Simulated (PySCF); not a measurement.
C$_{4}$H$_{12}$BNO (SMILES CCOBN(C)C), singlet, geometry from GFN2-xTB, with bond 15-12 at 1.4 times its length; CASSCF(8,9)/STO-3G in PySCF.

Input for PySCF:
```python
from pyscf import gto, scf, mcscf
import numpy

mol = gto.M(
    atom='''
B     0.04354515   -0.25725732    0.57126355
H     0.53169097   -1.06345959    1.28286789
O    -0.50407890   -0.59029486   -0.63222227
C    -0.43189816   -1.89443902   -1.14644955
C     0.82152809   -2.08842259   -1.99660914
H    -0.43983311   -2.63146939   -0.33208394
H    -1.32690634   -2.04462455   -1.76247607
H     1.70813965   -1.94579897   -1.38309519
H     0.83609712   -3.09004176   -2.41840046
H     0.83938812   -1.36147605   -2.80487294
N     0.00028850    1.08189111    0.96715064
C    -0.57782901    2.12257376    0.14885759
C     0.50839707    1.57374296    2.22346468
H    -1.41509970    2.60216010    0.66724468
H     0.46643823    3.19829940   -0.17401576
H    -0.93569833    1.67998462   -0.77564665
H     1.28635661    2.32751019    2.05720394
H    -0.29256628    2.03757828    2.81031260
H     0.93205304    0.75336515    2.79653674
''',
    basis='sto-3g',
    verbose=4,
)

mf = scf.RHF(mol)
mf.kernel()
mc = mcscf.CASSCF(mf, 9, 8)
mc.fix_spin_(ss=0.0)
mc.kernel()
occ = numpy.linalg.eigvalsh(mc.fcisolver.make_rdm1(mc.ci, mc.ncas, mc.nelecas))[::-1]
ss = mc.fcisolver.spin_square(mc.ci, mc.ncas, mc.nelecas)[0]
print('natural occupations', occ.round(4), ' <S^2>', round(ss, 4))
```

The log (banner, timings and long lists left out):

```
PySCF version 2.14.0

[INPUT] verbose = 4
[INPUT] num. atoms = 19
[INPUT] num. electrons = 56
[INPUT] charge = 0
[INPUT] spin (= nelec alpha-beta = 2S) = 0
[INPUT] symmetry False subgroup None
[INPUT] Mole.unit = angstrom
[INPUT] Symbol           X                Y                Z      unit          X                Y                Z       unit  Magmom
[...]
nuclear repulsion = 305.689106725148
number of shells = 33
number of NR pGTOs = 141
number of NR cGTOs = 47
basis = sto-3g
ecp = {}

******** <class 'pyscf.scf.hf.RHF'> ********
method = RHF
initial guess = minao
damping factor = 0
level_shift factor = 0
DIIS = <class 'pyscf.scf.diis.CDIIS'>
diis_start_cycle = 1
diis_space = 8
diis_damp = 0
SCF conv_tol = 1e-09
SCF conv_tol_grad = None
SCF max_cycles = 50
direct_scf = True
direct_scf_tol = 1e-13
Set gradient conv threshold to 3.16228e-05
Initial guess from minao.
init E= -309.721403909208
[...]
cycle= 1 E= -308.497022792373  delta_E= 1.22  |g|= 0.499  |ddm|= 5.08
[...]
cycle= 2 E= -308.582848881119  delta_E= -0.0858  |g|= 0.164  |ddm|= 0.838
[...]
cycle= 3 E= -308.591094837292  delta_E= -0.00825  |g|= 0.0352  |ddm|= 0.225
[...]
cycle= 4 E= -308.591709303067  delta_E= -0.000614  |g|= 0.00553  |ddm|= 0.075
[...]
cycle= 5 E= -308.591722097438  delta_E= -1.28e-05  |g|= 0.00168  |ddm|= 0.00893
[...]
cycle= 6 E= -308.591724203537  delta_E= -2.11e-06  |g|= 0.000396  |ddm|= 0.00428
[...]
cycle= 7 E= -308.591724293155  delta_E= -8.96e-08  |g|= 8.55e-05  |ddm|= 0.000898
[...]
cycle= 8 E= -308.591724298537  delta_E= -5.38e-09  |g|= 2.2e-05  |ddm|= 0.000221
[...]
cycle= 9 E= -308.591724298838  delta_E= -3.01e-10  |g|= 5e-06  |ddm|= 5.37e-05
[...]
Extra cycle  E= -308.591724298852  delta_E= -1.39e-11  |g|= 2.03e-06  |ddm|= 9.42e-06
converged SCF energy = -308.591724298852

******** <class 'pyscf.mcscf.mc1step.CASSCF'> ********
CAS (4e+4e, 9o), ncore = 24, nvir = 14
max_cycle_macro = 50
max_cycle_micro = 4
conv_tol = 1e-07
conv_tol_grad = None
orbital rotation max_stepsize = 0.02
orbital rotation threshold for CI restart = 0.01
augmented hessian ah_max_cycle = 30
augmented hessian ah_conv_tol = 1e-12
augmented hessian ah_linear dependence = 1e-14
augmented hessian ah_level shift = 1e-08
augmented hessian ah_start_tol = 2.5
augmented hessian ah_start_cycle = 3
augmented hessian ah_grad_trust_region = 3
kf_trust_region = 3
kf_interval = 4
ci_response_space = 4
ci_grad_trust_region = 3
with_dep4 0
natorb = False
canonicalization = True
sorting_mo_energy = False
ao2mo_level = 2
internal_rotation = False
******** <class 'pyscf.fci.addons.SpinPenaltyFCISolver'> ********
max. cycles = 50
conv_tol = 1e-08
davidson only = True
linear dependence = 1e-12
level shift = 0.001
max iter space = 12
nroots = 1
pspace_size = 400
spin = None
CASCI E = -308.624275078224  S^2 = 0.0000000
Set conv_tol_grad to 0.000316228
macro iter   1 ( 21 JK    4 micro), CASSCF E = -308.644329653499  dE = -2.00545753e-02  S^2 = 0.0000000
               |grad[o]|=0.0357  |grad[c]|=0.0824  |ddm|=0.0628  |maxRot[o]|=0.296
macro iter   2 ( 21 JK    4 micro), CASSCF E = -308.658698637869  dE = -1.43689844e-02  S^2 = 0.0000000
               |grad[o]|=0.0234  |grad[c]|=0.0686  |ddm|=0.0273  |maxRot[o]|=0.297
macro iter   3 ( 21 JK    4 micro), CASSCF E = -308.665587903205  dE = -6.88926534e-03  S^2 = 0.0000000
               |grad[o]|=0.0206  |grad[c]|=0.0237  |ddm|=0.0169  |maxRot[o]|=0.186
macro iter   4 ( 21 JK    4 micro), CASSCF E = -308.666835279349  dE = -1.24737614e-03  S^2 = 0.0000000
               |grad[o]|=0.0124  |grad[c]|=0.0278  |ddm|=0.0118  |maxRot[o]|=0.171
macro iter   5 ( 21 JK    4 micro), CASSCF E = -308.667125990288  dE = -2.90710938e-04  S^2 = 0.0000000
               |grad[o]|=0.00697  |grad[c]|=0.0352  |ddm|=0.0138  |maxRot[o]|=0.125
macro iter   6 ( 21 JK    4 micro), CASSCF E = -308.667514539951  dE = -3.88549663e-04  S^2 = 0.0000000
               |grad[o]|=0.00753  |grad[c]|=0.0325  |ddm|=0.0124  |maxRot[o]|=0.167
[...]
macro iter  31 (  6 JK    2 micro), CASSCF E = -308.675129122714  dE = -7.00597383e-04  S^2 = 0.0000000
               |grad[o]|=0.00292  |grad[c]|=0.0078  |ddm|=0.00535  |maxRot[o]|=0.0456
macro iter  32 (  7 JK    2 micro), CASSCF E = -308.676648850150  dE = -1.51972744e-03  S^2 = 0.0000000
               |grad[o]|=0.00406  |grad[c]|=0.0119  |ddm|=0.00849  |maxRot[o]|=0.0667
macro iter  33 (  7 JK    2 micro), CASSCF E = -308.678255365129  dE = -1.60651498e-03  S^2 = 0.0000000
               |grad[o]|=0.00562  |grad[c]|=0.011  |ddm|=0.0061  |maxRot[o]|=0.0682
macro iter  34 ( 18 JK    4 micro), CASSCF E = -308.678873365896  dE = -6.18000767e-04  S^2 = 0.0000000
               |grad[o]|=0.00512  |grad[c]|=0.0231  |ddm|=0.00274  |maxRot[o]|=0.0587
macro iter  35 ( 16 JK    4 micro), CASSCF E = -308.679645778788  dE = -7.72412892e-04  S^2 = 0.0000000
               |grad[o]|=0.0048  |grad[c]|=0.0141  |ddm|=0.00121  |maxRot[o]|=0.0573
macro iter  36 ( 13 JK    4 micro), CASSCF E = -308.679702195050  dE = -5.64162625e-05  S^2 = 0.0000000
               |grad[o]|=0.00199  |grad[c]|=0.00588  |ddm|=0.00135  |maxRot[o]|=0.0612
macro iter  37 ( 14 JK    4 micro), CASSCF E = -308.679770815489  dE = -6.86204389e-05  S^2 = 0.0000000
               |grad[o]|=0.00212  |grad[c]|=0.00328  |ddm|=0.000924  |maxRot[o]|=0.0425
macro iter  38 ( 14 JK    4 micro), CASSCF E = -308.679828615604  dE = -5.78001149e-05  S^2 = 0.0000000
               |grad[o]|=0.00156  |grad[c]|=0.00209  |ddm|=0.00065  |maxRot[o]|=0.0583
macro iter  39 ( 18 JK    4 micro), CASSCF E = -308.679856369017  dE = -2.77534128e-05  S^2 = 0.0000000
               |grad[o]|=0.000957  |grad[c]|=0.00132  |ddm|=0.000428  |maxRot[o]|=0.0706
macro iter  40 ( 16 JK    3 micro), CASSCF E = -308.679862673110  dE = -6.30409272e-06  S^2 = 0.0000000
               |grad[o]|=0.000349  |grad[c]|=0.000923  |ddm|=0.000231  |maxRot[o]|=0.0514
macro iter  41 (  6 JK    1 micro), CASSCF E = -308.679863376900  dE = -7.03790590e-07  S^2 = 0.0000000
               |grad[o]|=8.88e-05  |grad[c]|=0.000725  |ddm|=3.75e-05  |maxRot[o]|=0.0141
macro iter  42 (  6 JK    1 micro), CASSCF E = -308.679863940486  dE = -5.63585559e-07  S^2 = 0.0000000
               |grad[o]|=9.15e-05  |grad[c]|=0.000734  |ddm|=3.68e-05  |maxRot[o]|=0.0149
macro iter  43 (  4 JK    1 micro), CASSCF E = -308.679864103447  dE = -1.62960930e-07  S^2 = 0.0000000
               |grad[o]|=3.48e-05  |grad[c]|=0.000318  |ddm|=2.02e-05  |maxRot[o]|=0.00527
macro iter  44 (  6 JK    1 micro), CASSCF E = -308.679864444070  dE = -3.40623387e-07  S^2 = 0.0000000
               |grad[o]|=9.31e-05  |grad[c]|=0.000552  |ddm|=3.1e-05  |maxRot[o]|=0.012
macro iter  45 (  7 JK    1 micro), CASSCF E = -308.679864653819  dE = -2.09749032e-07  S^2 = 0.0000000
               |grad[o]|=3.16e-05  |grad[c]|=0.000433  |ddm|=2.51e-05  |maxRot[o]|=0.00915
macro iter  46 (  7 JK    1 micro), CASSCF E = -308.679864813282  dE = -1.59462729e-07  S^2 = 0.0000000
               |grad[o]|=5.15e-05  |grad[c]|=0.000385  |ddm|=1.98e-05  |maxRot[o]|=0.00738
macro iter  47 (  7 JK    1 micro), CASSCF E = -308.679864929347  dE = -1.16064996e-07  S^2 = 0.0000000
               |grad[o]|=3.01e-05  |grad[c]|=0.000331  |ddm|=1.67e-05  |maxRot[o]|=0.00669
macro iter  48 (  7 JK    1 micro), CASSCF E = -308.679865013366  dE = -8.40191205e-08  S^2 = 0.0000000
               |grad[o]|=3.2e-05  |grad[c]|=0.000283  |ddm|=1.45e-05  |maxRot[o]|=0.00545
1-step CASSCF converged in  48 macro (741 JK 159 micro) steps
CASSCF canonicalization
Density matrix diagonal elements [1.94762632 1.96148974 1.98093268 1.96275986 0.04961055 0.06030151
 0.01799731 0.00352531 0.01575673]
CASSCF energy = -308.679865013366
CASCI E = -308.679865013366  E(CI) = -13.9421382382006  S^2 = 0.0000000
natural occupations [1.9821e+00 1.9816e+00 1.9796e+00 1.9143e+00 8.5900e-02 1.9900e-02
 1.9300e-02 1.6900e-02 5.0000e-04]  <S^2> 0.0
```
